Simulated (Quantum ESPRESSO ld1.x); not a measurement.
Question: These are the eigenvalues of the occupied orbitals of an atom or ion with whole-number occupations (Ry). Method: Dirac Kohn-Sham, LDA (Slater exchange, Perdew-Zunger correlation), spin-unpolarised, spherical densities, point nucleus; computed with ld1.x of Quantum ESPRESSO 7.5.

| orbital | eigenvalue |
|---|---|
| 1s1/2 | -2466.76 |
| 2s1/2 | -554.329 |
| 2p1/2 | -538.748 |
| 2p3/2 | -518.644 |

Which element is it, and in what charge state? The configuration may be excited. Open shells, if any, are shared by 2j + 1.

Answer: Z = 51, antimony, charge +43: Sb43+ in [He] 2s2 2p4. The list shows which subshells hold electrons but not how many an open one holds; the 1s level, -1233.4 hartree, gives Z - s = 49.7 by -(Z - s)^2/2, which with screening and relativity narrows Z to a few neighbours, and the depths of the outer levels then fix element, charge and occupations together.
